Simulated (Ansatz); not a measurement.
Question: Name a neutral molecule of C, N, Si and H with LUMO energy (PBE0/def2-TZVPP) between -0.55 and -0.25 eV and size of the dipole moment (PBE/def2-TZVPP) between 0.70 and 1.00 D (Ansatz, PBE0-D4/def2-TZVP geometry).

Answer: `[SiH3]N(c1ccccc1)c1ccccc1` (-0.53 eV, 0.80 D). Other molecules can fit too; these were computed, each in one conformer that needn't be the lowest.
